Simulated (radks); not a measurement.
All-electron atom: Br I in [Ar] 3d9 4s2 4p6 (not the ground configuration).

All-electron calculation, Dirac Kohn-Sham, LDA (Slater exchange, Perdew-Zunger correlation), spin-unpolarised, spherical densities, point nucleus; open shells fill j = l - 1/2 first. Program: a radial shooting solver on a logarithmic mesh with Libxc functionals.

Energy parts (eV):
part                       energy
total                  -70775.185
kinetic                 72556.394
electron-nucleus      -170687.093
Hartree                 29755.287
exchange-correlation    -2399.773

Orbitals (lengths in bohr, moments of r in powers of bohr; <r^-3> diverges for s and p1/2; r(90%) holds 90 % of the orbital's charge):
orbital  occ.  eigenvalue (eV)  r(90%)  <r^-3>      <r>
1s1/2       2        -13306.37  0.0765       -  0.04280
2s1/2       2        -1746.505   0.293       -   0.1895
2p1/2       2        -1575.751   0.267       -   0.1629
2p3/2       4        -1528.362   0.272    1296   0.1668
3s1/2       2        -249.8023   0.815       -   0.5480
3p1/2       2        -190.3734   0.841       -   0.5515
3p3/2       4        -183.3633   0.856   193.5   0.5617
3d3/2       4         -79.9935   0.934   25.01   0.5705
3d5/2       5         -78.8493   0.940   24.20   0.5743
4s1/2       2         -22.5246    2.39       -    1.603
4p1/2       2          -9.7088    3.00       -    1.945
4p3/2       4          -9.1093    3.08   16.51    1.992

The highest occupied level is 4p3/2 at -9.109 eV. Summed over all electrons, <r^2> = 40.30 bohr^2, which gives a Langevin (diamagnetic) susceptibility term of -31.9 x 10^-6 cm^3/mol.
